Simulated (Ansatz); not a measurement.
```yaml
crystal:
  periodic: [false, false, false]
  atoms:
    - {symbol: O, position_ang: [-2.091334, -0.910061, -0.081470]}
    - {symbol: Al, position_ang: [-0.710227, 0.050096, 0.122450]}
    - {symbol: S, position_ang: [-0.932894, 2.045876, 1.000931]}
    - {symbol: Al, position_ang: [1.586497, -0.854694, -0.599198]}
    - {symbol: F, position_ang: [2.820804, 0.212885, -0.302949]}
    - {symbol: H, position_ang: [-2.983431, -0.661611, 0.156070]}
    - {symbol: H, position_ang: [0.387043, 2.287789, 0.913623]}
    - {symbol: H, position_ang: [2.015742, -2.227280, -1.265256]}
basis:
  gaussian: {orbitals: def2-mTZVPP, final_grid: {core_spheres: 1, valence_spheres: 1, degree: 1}}
hamiltonian: {xc: {name: r2SCAN}}
output: {forces: true}
```

```sh
$ ansatz run in.yaml --threads 2 --pin off --events-out ev --progress --plain --max-ram 4352MiB
```

It prints (some lines left out):

```
Functional definition: r2SCAN
1187 factors; their error is unknown
mean field evaluation 1: about -28835.9849 eV, gradient 7.4e1 eV
mean field evaluation 2: about -28770.2868 eV, gradient 1.8e2 eV
mean field evaluation 4: about -28844.3598 eV, gradient 1.8e1 eV
mean field evaluation 8: about -28844.9066 eV, gradient 1.2e-1 eV
a density is far from that of the atoms, so the factors are made again for it
1457 factors; integrals over basis functions are off by at most 8.9e-4 eV
mean field -28941.80448422 eV, -1063.5916973356 hartree, gradient 2.5e-5 eV, S^2 0.000000; 0 other end points of the search recorded, 0 dependent functions left out
reference -28941.80450873 eV, -1063.5916982361 hartree; 31, 31 occupied and 103, 103 virtual orbitals, 1457 factors
Total energy: -28941.80450873 eV, -1063.5916982361 hartree
Atom 0 at    -2.091334    -0.910061    -0.081470 Å, force   -69.842867    19.717213    18.520257 eV/Å
Atom 1 at    -0.710227     0.050096     0.122450 Å, force     6.522747    -7.331576    -4.164959 eV/Å
Atom 2 at    -0.932894     2.045876     1.000931 Å, force   -17.370560   -16.766742    -4.305752 eV/Å
Atom 3 at     1.586497    -0.854694    -0.599198 Å, force    12.376691     7.027675     1.556209 eV/Å
Atom 4 at     2.820804     0.212885    -0.302949 Å, force     3.961372    -9.536711    -5.254915 eV/Å
Atom 5 at    -2.983431    -0.661611     0.156070 Å, force    45.320908   -11.197655   -11.592532 eV/Å
Atom 6 at     0.387043     2.287789     0.913623 Å, force    13.045053    17.553114     5.610212 eV/Å
Atom 7 at     2.015742    -2.227280    -1.265256 Å, force     5.986656     0.534682    -0.368520 eV/Å
Dipole moment:     0.371483     0.163293    -0.024677 e Å
```

**Question.** What is wrong with this run?

**Answer.** The integration grid is far too coarse. Self-consistency was reached. The result belongs to that input, not to the molecule as meant.
